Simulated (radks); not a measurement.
The numbers below are computed, except where a source is named.
Neutral rubidium inside a hard spherical wall (all orbitals vanish at R), configuration held at [Kr] 5s1 and not refilled when levels cross. Code: a radial shooting solver on a logarithmic mesh with Libxc functionals. Model: scalar-relativistic Kohn-Sham, PBE, spin-polarised, spherical densities, point nucleus; open shells are filled with parallel spins first (spin-orbit coupling, left out, can overturn this in heavy ions). Eigenvalues in eV for spin up, with the zero of energy where the potential of the charges vanishes at infinity; a dash marks a level that is unbound or too diffuse for the functional's potential to be trusted. A positive occupied level is held by the wall or, in an anion where self-interaction has pushed it up, behind a barrier. The pressure on the wall is -dE/dV.

R (bohr)  E (hartree)  kinetic (hartree)    e(3d)    e(4s)    e(4p)   e(5s)  e(5p, empty)  e(6s, empty)  pressure (GPa)
free      -2981.20150           3053.245  -103.91  -31.857  -15.948  -2.436        -0.893             -               0
20        -2981.20150           3053.245  -103.91  -31.857  -15.948  -2.436        -0.889         0.011        < 0.0001
10        -2981.19586           3053.279  -103.56  -31.519  -15.619  -2.138        -0.152         3.660          0.0936
8         -2981.17843           3053.352  -103.04  -31.019  -15.138  -1.453         1.125         8.090           0.596
7         -2981.15429           3053.437  -102.57  -30.587  -14.729  -0.614         2.546        12.513            1.64
3.5       -2979.97268           3057.779  -92.461  -22.896   -6.900  26.672        37.931        98.438             314
1.5       -2934.99170           3184.472    8.636   115.16   147.26  468.41        493.64        977.68          122000
